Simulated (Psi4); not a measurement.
Pair of molecules, SMILES N with SMILES C[SiH3] (the first has 4 atoms); geometry from B3LYP-D3(BJ)/def2-TZVP, rigid monomers moved along the line of their centres of mass till N1···Si6 is 3.29 Å.
(charge 0, multiplicity 1):
```xyz
12

N      0.415    -0.625    -0.363
H      1.290    -0.528     0.138
H     -0.093     0.245    -0.256
H     -0.122    -1.347     0.104
C     -0.363     0.511     4.618
Si    -0.081     0.099     2.810
H     -0.935    -0.276     5.112
H     -0.916     1.446     4.722
H      0.587     0.620     5.145
H      0.670    -1.172     2.675
H      0.696     1.174     2.145
H     -1.376    -0.046     2.101
```

Level of theory: Psi4 with SAPT0/jun-cc-pV(D+d)Z.

Question: Give the four SAPT terms and the total, and say what mostly holds the pair together.

Answer: electrostatics -12.3, exchange 27.4, induction -2.5, dispersion -7.8, total 4.7 kJ/mol; the largest attraction is electrostatics.
